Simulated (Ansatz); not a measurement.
`[AlH2][InH][Cl]` + `C=[CH][GeH3]` → `C=[CH][AlH2]` + `[Cl][InH][GeH3]`  (redistribution)

Computed with Ansatz on PBE0-D4/def2-TZVP structures; ΔE is electronic, products minus reactants. CCSD(T)/CBS is the MP2 limit (def2-TZVPP, def2-QZVPP) plus CCSD(T) − MP2 in def2-TZVPP, frozen cores. Functionals use def2-TZVPP. HSE06 is defined as in plane-wave codes. def2 core potentials past Kr. For Ge, In outer-core shells are correlated without core-valence functions, which leaves a few kJ/mol of doubt a bond. Scalar relativity is left out up to krypton.

`[AlH2][InH][Cl]`:

```xyz
6

Al    0.519   -1.170    0.621
In   -0.042    1.075   -0.687
Cl   -2.361    1.434   -0.300
H     0.354   -2.571   -0.105
H     0.955   -1.110    2.145
H     0.575    2.342   -1.674
```

`C=[CH][GeH3]`:

```xyz
9

C    -1.284    0.151    0.903
C     0.028    0.251    0.721
Ge    0.902   -0.213   -0.944
H    -1.948   -0.200    0.119
H    -1.754    0.417    1.846
H     0.645    0.610    1.542
H     1.642    1.006   -1.526
H    -0.165   -0.691   -1.942
H     1.935   -1.332   -0.720
```

`C=[CH][AlH2]`:

Z-matrix (Å, degrees):
```
C
C 1 1.337
H 1 1.089 2 123.0
H 1 1.089 2 121.7 3 180.0
Al 2 1.938 1 119.6 3 -180.0
H 2 1.090 1 116.7 3 -0.0
H 5 1.588 2 122.1 1 179.9
H 5 1.588 2 116.8 1 -0.1
```

`[Cl][InH][GeH3]`:

```xyz
7

Cl    2.110    1.328   -1.743
In    0.921   -0.533   -0.932
Ge   -0.854    0.178    0.815
H     1.461   -1.991   -1.656
H    -0.156    0.876    1.993
H    -1.836    1.167    0.169
H    -1.646   -1.025    1.353
```

```tsv
level	ΔE (kJ/mol)
PBE-D4	-23.7
r2SCANh-D4	-27.7
CAM-B3LYP-D4	-28.3
PBE-QIDH	-24.9
HSE06	-24.5
CCSD/def2-SVP	-29.3
CCSD(T)/def2-SVP	-29.6
MP2/def2-QZVPP	-27.7
```

Q: What does CCSD(T)/CBS give? (Best estimate.)

A: Computed: -25.6 kJ/mol. The listed levels differ from it by 1.9, -2.1, -2.7, 0.7, 1.1, -3.7, -4.0, -2.1 kJ/mol.

Largest T1 diagnostic among the species: 0.014.

At CCSD(T), def2-SVP lies −3.9 kJ/mol from the extrapolated value and def2-TZVPP +2.5 kJ/mol. Leaving LDA and LC-ωPBE aside and taking each functional with its dispersion term where it has one, the values, not all of them listed here, spread over 7.5 kJ/mol, from ωB97M-V to revPBE-D4.
